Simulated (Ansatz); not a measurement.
Frontier orbitals of `F[B-]1(Cl)OC(C(F)(F)F)=CC(C(F)(F)F)=[O+]1`.

Z-matrix (Å, degrees):
```
B
Cl 1 1.816
O 1 1.521 2 107.9
O 1 1.521 2 108.0 3 115.2
F 1 1.337 2 116.2 3 -122.4
C 3 1.265 1 121.3 2 90.3
C 4 1.265 1 121.3 2 -90.2
C 6 1.529 3 113.8 1 -171.4
C 6 1.383 3 124.4 1 10.9
C 7 1.529 4 113.9 1 171.5
F 8 1.330 6 110.9 3 180.0
F 8 1.327 6 109.8 3 -60.0
F 8 1.325 6 109.9 3 59.9
H 9 1.077 6 122.1 3 179.9
F 10 1.327 7 109.8 4 60.4
F 10 1.330 7 110.9 4 -179.6
F 10 1.325 7 109.9 4 -59.4
```

Total charge 0; spin multiplicity 1. The geometry is a stationary point of PBE0-D4/def2-TZVP. Basis def2-TZVPP, Ansatz 0.2.0.

| functional | HOMO (eV) | LUMO (eV) | gap (eV) |
| --- | --- | --- | --- |
| PBE | -7.50 | -4.76 | 2.74 |
| revPBE | -7.41 | -4.64 | 2.77 |
| PBE0 | -8.90 | -4.05 | 4.85 |
| r2SCANh | -8.37 | -4.49 | 3.88 |
| ωB97M-V | -11.16 | -1.92 | 9.24 |

From PBE to PBE0 the HOMO moves by −1.40 eV and the LUMO by +0.71 eV, and with ωB97M-V by −3.66 and +2.85 eV, so the gap grows from 2.74 to 9.24 eV with exact exchange.
